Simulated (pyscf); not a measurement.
A first-order saddle from PySCF, ωB97X-D3(BJ)/def2-SVP:

```
Ge
H 1 1.5309
H 1 1.5323 2 114.97
H 1 1.5373 2 109.55 3 123.27
F 1 2.0222 2 116.90 4 93.57
Ge 5 1.9642 1 82.25 2 70.02
F 6 1.7529 5 99.35 1 -116.77
H 6 1.5620 7 100.16 5 102.78
```

Surface: singlet, charge 0. Lowest wavenumbers (cm⁻¹): 251i, 32, 80, 185, 249.

Task: Name the species on either side of this saddle.

Result: F–GeH(F)–GeH₃ <-> F–GeH₃ + F–GeH: [singlet], a 1,1-elimination read from left to right: Ge–Ge, F–Ge broken and F–Ge formed. At ωB97M-D3(BJ)/def2-TZVP it lies +1.68 eV from the left side and +0.19 eV from the right (each side as separated species at their lowest minima found). On the product side the descent ends in an adduct with a F–Ge contact (not fully relaxed), 0.54 eV under the separated species and 0.50 eV under the saddle at ωB97X-D3(BJ)/def2-TZVP. What is counted as broken (F–Ge) persists as a longer contact in the product adduct; parting that adduct is a step of its own. At ωB97X-D3(BJ)/def2-TZVP the barrier from the zero used here is 1.83 eV. One saddle was located; it need not be the lowest between these sides. Elements up to Kr have no core potential and no relativistic terms here.
